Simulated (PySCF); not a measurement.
# One molecule, several mistakes: AlBH2N

All numbers below are calculated, not measured. They come from PySCF 2.14.0, an open-source quantum chemistry program, on an isolated molecule that a program drew, which may never have been made. The molecule is AlBH2N (charge 0, doublet), drawn as the SMILES string `[BH][N]=[AlH]`.

Each row is a Hartree-Fock (HF) and frozen-core CCSD(T) single point in the cc-pV(D+d)Z basis, meant for a local HF minimum. Run 1 is clean. Each other run has one planted mistake out of seven kinds, and not every kind appears here: one electron removed, one electron added, multiplicity raised by two, geometry at a saddle point, minimal basis STO-3G, one bond length entered in bohr, all coordinates scaled. The reference is restricted for singlets and unrestricted otherwise, and also for a bond in bohr. Adding or removing an electron swaps singlet and doublet. Electrons count all cores. HOMO and LUMO are orbital energies over both spins, the gradient is its largest component, and the lowest frequency (negative if imaginary) is given only where the gradient is small. Bond lengths are over the 4 bonds as drawn. T1 is the CCSD diagnostic: over 0.02 (restricted) or 0.045 (unrestricted) a single reference is doubtful.

Geometry of the clean run:
```xyz
5
AlBH2N, angstrom
B     0.3005    1.1741    0.0992
N    -0.8059    0.7206   -0.2584
Al   -2.4150    0.0707   -0.6432
H     1.3424    1.6007    0.4281
H    -2.7955   -0.1334   -2.1772
```

```
run,electrons,basis functions,<S^2>,HOMO (eV),LUMO (eV),gradient (hartree/bohr),lowest frequency (cm^-1),mean bond (Å),longest bond (Å),T1,HF (hartree),CCSD(T) (hartree),mistake
1,27,61,0.755,-7.91,1.17,3.5e-05,155,1.4480,1.778,0.0182,-322.23598,-322.55237,no fault
2,27,61,0.868,-8.32,1.03,6.8e-03,-,1.8025,3.011,0.0333,-322.17744,-322.49261,one bond length entered in bohr
3,28,61,0.000,0.02,6.69,5.3e-02,-,1.4480,1.778,0.0203,-322.20701,-322.56276,one electron added
4,27,21,0.759,-4.74,7.32,7.2e-02,-,1.4480,1.778,0.0207,-318.27145,-318.44137,?
5,27,61,3.758,-5.01,-1.78,9.8e-02,-,1.4480,1.778,0.0291,-322.06216,-322.34572,?
```

**Which mistake was planted in run 4, and what did it cost?**

It has 21 basis functions where the clean run has 61, with the same electrons and geometry. So the mistake is: minimal basis STO-3G. Subtracting run 1 and multiplying by 627.51 kcal/mol a hartree, the energy moved by 2487.8 kcal/mol in HF and 2579.7 kcal/mol in CCSD(T).

**Which mistake was planted in run 5, and what did it cost?**

Electrons, basis and geometry are unchanged, and <S^2> is 3.758, beside S(S+1) = 3.75 for a multiplicity of 4. So the mistake is: multiplicity raised by two. Subtracting run 1 and multiplying by 627.51 kcal/mol a hartree, the energy moved by 109.1 kcal/mol in HF and 129.7 kcal/mol in CCSD(T).

Cautions from the logs. Run 3: T1 is over the limit, so its CCSD(T) energy is less reliable and the HOMO is above zero, so the electron isn't bound and the energy depends on the basis.
